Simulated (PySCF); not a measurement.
## MoF3: from structure and modes to constants

These are results of PySCF, UB3LYP, basis Mo def2-SVP with ECP28, F def2-SVP (scalar-relativistic core potentials, no spin–orbit coupling, density fitting), not measurements.

The quartet minimum has D3h symmetry. Masses (u): Mo 97.90541, F 18.99840.

```xyz
4
charge 0 multiplicity 4, angstrom
Mo    0.0000    0.0000    0.0000
F     1.8583    0.0000    0.0000
F    -0.9292    1.6093    0.0000
F    -0.9291   -1.6094    0.0000
```

Harmonic wavenumbers (cm⁻¹): 144.1 (a2'', ×1), 155.9 (e', ×2), 677.4 (a1', ×1), 714.0 (e', ×2).

**Question.** Find the vibrational entropy and heat capacity at 298.15 K.

**Answer.** With u = 1.43878 ω/T, each mode gives S = R[u/(eᵘ−1) − ln(1−e⁻ᵘ)] and C = R u² eᵘ/(eᵘ−1)².
```tsv
ω (cm⁻¹)	u	S (J/(mol K))	C (J/(mol K))
144.1	0.695	11.50	7.99
155.9 (×2)	0.752	10.87	7.93
677.4	3.269	1.40	3.65
714.0 (×2)	3.446	1.21	3.36
```
The sums over all modes are S = 37.1 and C = 34.2 J/(mol K); the softest mode gives 31 % of the entropy (each member, where degenerate).

**Question.** Give the standard entropy (298.15 K, 1 bar) by its translational, rotational, vibrational and spin parts, and Cp.

**Answer.** Sackur–Tetrode with M = 154.90 u gives 171.7; rotation with symmetry number 6 gives 93.7; vibration 37.1; spin R ln 4 = 11.5. The total is 314.1 J/(mol K), and Cp = 4 R + 34.2 = 67.5 J/(mol K).

Only a few start shapes were tried, so a lower isomer may exist. With open d or f shells other occupations or spin states may lie lower.
